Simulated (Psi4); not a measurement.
A dimer, H2 ··· HF (SMILES [H][H] and F); the first 2 atoms form monomer A.

```
4

H      0.3719     0.0000     0.0000
H     -0.3719     0.0000     0.0000
F      0.0000     1.3021    -2.4604
H      0.0000     0.8697    -1.6433
```

Problem. What interaction energy does SAPT0/jun-cc-pVDZ, frozen core in Psi4 give, and which attractive term is the largest?

Solution. Total -2.93 kJ/mol: electrostatics -7.88, exchange 13.05, induction -5.49, dispersion -2.61. The most attractive term is electrostatics.
